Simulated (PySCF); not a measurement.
BH3O3, SMILES OB(O)O. Atoms are numbered in the order given.

```xyz
7

O     -0.6333     1.2342     0.0000
B     -0.0315     0.0090     0.0000
O      1.3487    -0.0424     0.0000
O     -0.8635    -1.0821     0.0000
H      0.0260     1.9416     0.0000
H      1.7273    -0.9305     0.0000
H     -0.4104    -1.9336     0.0000
```
Charge 0, spin multiplicity 1.

Geometry: TPSSh-D3(BJ)/def2-SVP. The values are those of a single conformer.

All values below come from PBE0/pcSseg-2 run with PySCF.

GIAO shieldings, no solvent; atoms listed in one row are averaged. δ = σ(ref) − σ: ¹⁷O against H2O (σ = 327.8 ppm); ¹¹B against BF3 (σ = 88.8 ppm); ¹H against TMS (σ = 31.54 ppm), references at their B3LYP-D3(BJ)/def2-TZVP geometries, non-relativistic.

```csv
nucleus,atoms,count,δ (ppm)
¹⁷O,O3,1,84.0
¹⁷O,O4,1,82.1
¹⁷O,O1,1,79.0
¹¹B,B2,1,8.6
¹H,H5,1,3.17
¹H,H6,1,2.56
¹H,H7,1,2.40
```
